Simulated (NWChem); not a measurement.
Species: C2H4N2OSi; SMILES O1C=NC=N[SiH2]1

```xyz
10

C      1.1395     1.0626     0.0000
N      0.0181     1.7123     0.0000
C     -1.1961     1.0104     0.0000
N     -1.4103    -0.2667     0.0000
Si    -0.0396    -1.3357     0.0000
O      1.3459    -0.2604     0.0000
H      2.0924     1.6297     0.0000
H     -2.0728     1.6955     0.0000
H      0.0544    -2.1826     1.2310
H      0.0544    -2.1826    -1.2310
```
Atoms are numbered in this order, from 1.

All runs: NWChem. Structure relaxed at the PBE-D3(BJ)/def2-SVP level. Level: PBE/def2-SVP with SMD (1 M gas to 1 M solution), gas-phase geometry. Reactions with the solvent are ignored.

### Question
Among these, which solvent gives the lowest value of “cavity-dispersion-structure term (kcal/mol)”?
(A) cyclohexane
(B) methanol
(C) water
(D) 1,4-dioxane

### Answer
A, cyclohexane. Values: cyclohexane -1.3; 1,4-dioxane -0.4; methanol 1.4; water 1.9
